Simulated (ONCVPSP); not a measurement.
antimony: excitation energies, all-electron against ONCV

ONCVPSP 4.0.1 input, shortened (lines: element, Z, core and valence counts, functional; n l f; lmax; l rc ep ncon nbas qcut; lloc lpopt rc5 dvloc0; l nproj debl; icmod fcfact rcfact), PBE, fully relativistic:

```
  Sb 51.00    6    5        4      upf
    1    0    2.00
    2    0    2.00
    2    1    6.00
    3    0    2.00
    3    1    6.00
    3    2   10.00
    4    0    2.00
    4    1    6.00
    4    2   10.00
    5    0    2.00
    5    1    3.00
    2
    0    1.45    0.00    4    8    8.80
    1    1.10    0.00    3    7   13.40
    2    1.05    0.00    4    7   10.50
    2    5    1.05    0.00
    0    2    3.10
    1    2    3.50
    2    0    3.80
    0    0.00    0.00
```

Open shells are filled in proportion to 2j + 1.

Energies are relative to the spin-unpolarised reference configuration 4s2 4p6 4d10 5s2 5p3; without spin polarisation the order of configurations can differ from experiment. The d channel is local and has no spin–orbit splitting in the pseudo-atom.

| valence configuration | charge | ΔE all-electron (eV) | error AE − PS (meV) |
| --- | --- | --- | --- |
| 4s2 4p6 4d10 5s2 5p1 | +2 | 24.323 | +2.1 |
| 4s2 4p6 4d10 5s2 5p0 | +3 | 48.763 | +4.2 |

Q: What are ΔE and the potential's error for 4s2 4p6 4d10 5s2 5p2.5?

A: ΔE = 3.270 eV all-electron; the error (AE − PS) is +0.3 meV.

Q: What are ΔE and the potential's error for 4s2 4p6 4d10 5s2 5p2?

A: ΔE = 8.334 eV all-electron; the error (AE − PS) is +0.7 meV.

Levels in the configuration 4s2 4p6 4d10 5s2 5p1:

```json
{"level": "4s j=1/2", "all-electron (eV)": "-167.155", "pseudo (eV)": "-167.160"}
{"level": "4p j=3/2", "all-electron (eV)": "-117.508", "pseudo (eV)": "-117.504"}
{"level": "4p j=1/2", "all-electron (eV)": "-126.100", "pseudo (eV)": "-126.094"}
{"level": "4d j=5/2", "all-electron (eV)": "-51.332", "pseudo (eV)": "-51.824"}
{"level": "4d j=3/2", "all-electron (eV)": "-52.583", "pseudo (eV)": "-51.824"}
{"level": "5s j=1/2", "all-electron (eV)": "-29.406", "pseudo (eV)": "-29.406"}
{"level": "5p j=3/2", "all-electron (eV)": "-19.808", "pseudo (eV)": "-19.806"}
{"level": "5p j=1/2", "all-electron (eV)": "-20.683", "pseudo (eV)": "-20.681"}
```

The potential misses its own reference levels by up to 0.8 eV.
